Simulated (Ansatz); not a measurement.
Ansatz (an electronic-structure program) input (CCSD(T)/cc-pwCVTZ):
A basis named .json is the Basis Set Exchange file of that set.

Ansatz 0.2 input:
```yaml
crystal:
  periodic: [false, false, false]
  atoms:
    - {symbol: C, position_ang: [-2.23494264, 0.16029722, -0.03480794]}
    - {symbol: C, position_ang: [-1.48325906, -0.92353022, 0.03297593]}
    - {symbol: O, position_ang: [-0.09908754, -1.01229533, 0.05396124]}
    - {symbol: C, position_ang: [0.67585150, 0.09471890, 0.00272941]}
    - {symbol: F, position_ang: [1.94415718, -0.30352524, 0.03921319]}
    - {symbol: F, position_ang: [0.46425625, 0.92378057, 1.03929451]}
    - {symbol: F, position_ang: [0.48948102, 0.80608308, -1.12235284]}
    - {symbol: H, position_ang: [-1.84489603, 1.16474339, -0.08494654]}
    - {symbol: H, position_ang: [-3.30728068, 0.03301480, -0.04039103]}
    - {symbol: H, position_ang: [-1.88207184, -1.92535666, 0.08286959]}
basis:
  gaussian:
    orbitals: cc-pwCVTZ.json
magnetization: {spin_polarized: false}
correlation: {method: ccsd_t, electrons: outside_noble_gas}
```

End of the output:

```
7 core orbitals not correlated
reference -13298.33104494 eV, -488.7046519690 hartree; 21, 21 occupied and 315, 315 virtual orbitals, 2076 factors
second order -40.52589038 eV of doubles, -0.00000000 eV of singles
coupled cluster: 26.36 GiB planned
cycle   1  -39.81974139 eV  change    7.1e-1 eV  update   1.2e-1
cycle   2  -40.69561010 eV  change   -8.8e-1 eV  update   3.6e-2
cycle   3  -40.88288840 eV  change   -1.9e-1 eV  update   1.8e-2
cycle   4  -40.85271299 eV  change    3.0e-2 eV  update   3.9e-3
cycle   5  -40.85172661 eV  change    9.9e-4 eV  update   1.7e-3
cycle   6  -40.85356416 eV  change   -1.8e-3 eV  update   4.3e-4
cycle   7  -40.85331243 eV  change    2.5e-4 eV  update   1.6e-4
cycle   8  -40.85316568 eV  change    1.5e-4 eV  update   4.2e-5
cycle   9  -40.85317845 eV  change   -1.3e-5 eV  update   1.8e-5
perturbative correction -1.54555802 eV, -0.0567982095 hartree
Total energy: -13340.72978140 eV, -490.2627767951 hartree
```
